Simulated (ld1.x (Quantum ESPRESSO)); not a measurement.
# Cl: one change to an ultrasoft potential, before and after

```
Element                 : chlorine
Generator               : ld1.x (Quantum ESPRESSO) 7.5
Type                    : ultrasoft
Functional              : PBE
Relativity              : scalar-relativistic
Frozen core             : [Ne]
Valence charge          : 7
Reference configuration : 3s2 3p5
Partial waves           : 3s (bound): rcut 1.10, rcutus 1.35 bohr; 3s channel at -0.7 Ry: rcut 1.10, rcutus 1.35 bohr; 3p (bound): rcut 1.10, rcutus 1.20 bohr; 3p channel at 2.95 Ry: rcut 1.10, rcutus 1.20 bohr; 3d channel at 0.05 Ry: rc 1.25 bohr
Local potential         : the d channel
Core correction         : Bessel-smoothed model core, default radius (core density twice the valence density)
Augmentation charge     : PSQ, inside the norm-conserving radii
```

Change: all radii but the core radius scaled by about 0.95 (s 1.28, p 1.14, d 1.18 bohr, rcut 1.04/1.04/1.18).

Cutoffs: the cutoffs (Ry, on a coarse ladder) from which the occupation-weighted sum of valence levels, in a spherical-Bessel basis at the reference potential, stays within 10 and 1 mRy of its value at 400 Ry; they do not see the model core or the augmentation charge, which bear on the density cutoff. Errors are all-electron minus pseudo energies relative to the spin-unpolarised reference configuration.

Question: What does the change do?

Answer: The potential gets harder (18 Ry and 50 Ry → 30 Ry and 55 Ry); of the 7 tests that both files solve, the error grows in 1 and shrinks in 4 by more than 15 % and 0.3 meV (median size 2.1 → 1.9 meV); neither file shows a bound ghost. A smaller radius makes the pseudo-wave follow the all-electron one further in, where it bends more sharply, so more plane waves are needed.

```csv
quantity,base,changed
"cutoff, loose",18 Ry,30 Ry
"cutoff, tight",50 Ry,55 Ry
loose cutoff by channel (10 mRy a level),"s 15 Ry, p 12 Ry","s 18 Ry, p 12 Ry"
bound ghosts,none,none
"error for 3s2 3p4, meV [ΔE 13.88 eV]",-1.3,-0.9
"error for 3s2 3p3, meV [ΔE 39.32 eV]",-3.7,-1.9
"error for 3s2 3p2, meV [ΔE 77.63 eV]",-8.9,-4.3
"error for 3s2 3p1, meV [ΔE 129.87 eV]",-19,-12
"error for 3s1 3p5, meV [ΔE 26.58 eV]",-2.1,-2.4
"error for 3s2 3p4.5, meV [ΔE 5.58 eV]",-0.5,-0.5
"error for 3s1 3p6, meV [ΔE 12.15 eV]",-0.1,-0.4
lowest overlap eigenvalue by channel,"s 0.40, p 0.72","s 0.42, p 0.73"
```
